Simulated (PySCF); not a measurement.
C₃H₇BF₂O, SMILES C[C@@H](O)B(F)CF. Heavy atoms are numbered as in [CH3:1][C@@H:2]([OH:3])[B:4]([F:5])[CH2:6][F:7]. Hydrogens are named by the atom that carries them.

Geometry: r2SCAN-D4/def2-SVP. The structure was generated by enumeration; whether it is a known compound was not checked. Other conformers were not sampled.

Method: PBE/def2-TZVP run with PySCF.

Atomic charges (e), one atom of each kind:

| atom | Löwdin | Mulliken |
|---|---|---|
| C1 (CH3) | -0.28 | -0.41 |
| C2 (CH) | ___ | 0.04 |
| O3 (OH) | 0.02 | -0.40 |
| B4 | -0.65 | 0.19 |
| F5 | 0.38 | -0.18 |
| C6 (CH2) | ___ | -0.02 |
| F7 | ___ | -0.22 |
| H on C1 | 0.12 | 0.11 |
| H on C2 | ___ | 0.09 |
| H on O3 | ___ | 0.28 |
| H on C6 | 0.15 | 0.12 |

Q: Complete the blanks. (The exact figures need the calculation; the answer reports its results.)

A: 
- C2 (CH), Löwdin: -0.33
- C6 (CH2), Löwdin: -0.27
- F7, Löwdin: 0.10
- H on C2, Löwdin: 0.17
- H on O3, Löwdin: 0.17

Computed Mayer and Wiberg (Löwdin basis) orders of the bonds:
```csv
bond,Mayer,Wiberg
C1–C2,0.94,1.21
C2–O3,1.00,1.53
C2–B4,1.00,1.14
B4–F5,1.31,2.09
B4–C6,1.02,1.22
C6–F7,0.98,1.62
```
